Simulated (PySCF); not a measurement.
Au(Me)2(acac) (C7H13AuO2), SMILES CC1=CC(C)=[O]->[Au]([CH3])([CH3])[O]1, multiplicity 1.

Coordinates come from a B3LYP-D3(BJ)/def2-SVP optimisation. The spin state was assumed, not searched. The isomer is the one that the SMILES or the coordinates give; other isomers of the formula were not compared. The def2 effective core potentials stand for the cores of Au; spin–orbit coupling is left out. One conformer was computed; it need not be the lowest.

All values below come from CAM-B3LYP/def2-SVP (PySCF).

Isolated molecule, no solvent.

```
Item                                                                                                             Result
---------------------------------------------------------------------------------------------  ------------------------
total energy                                                                                         -560.17560 hartree
point group                                                                                                         C2v
highest occupied level                                                                                         -7.77 eV
lowest empty level                                                                                              0.06 eV
orbital gap                                                                                                     7.82 eV
dipole moment                                                                                                    1.44 D
quadrupole, principal values (traceless, Buckingham form, about the centre of nuclear charge)    -5.58, -2.40, 7.98 D·Å
mean static polarisability                                                                       122.0 bohr³ (18.08 Å³)
polarisability, principal values                                                               73.4, 141.5, 151.2 bohr³
```
